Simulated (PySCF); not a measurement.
H6MoO, SMILES [OH][MoH5], multiplicity 1. Atoms are numbered in the order given.

```xyz
8

Mo     0.2568    -0.0491     0.0000
O     -1.6082    -0.0731     0.0000
H     -2.2237     0.6668     0.0000
H      0.8910    -0.7109     1.4193
H      1.2364     0.9150     0.9338
H      0.8910    -0.7109    -1.4193
H      0.0481     1.5706     0.0000
H      1.2364     0.9150    -0.9338
```

Geometry: B3LYP-D3(BJ)/def2-TZVP. The spin state was assumed, not searched. The def2 effective core potentials stand for the cores of Mo; spin–orbit coupling is left out.

Level of theory: ωB97X/def2-TZVPD run with PySCF.

Isolated molecule, no solvent.

* **total energy**: -146.97646 hartree
* **point group**: Cs
* **highest occupied level**: -10.42 eV
* **lowest empty level**: -0.47 eV
* **orbital gap**: 9.96 eV
* **dipole moment**: 0.270 e·Å
* **quadrupole, principal values (traceless, Buckingham form, about the centre of nuclear charge)**: -3.95, -3.25, 7.19 D·Å
* **mean static polarisability**: 55.0 bohr³ (8.15 Å³)
* **polarisability, principal values**: 53.2, 53.4, 58.3 bohr³
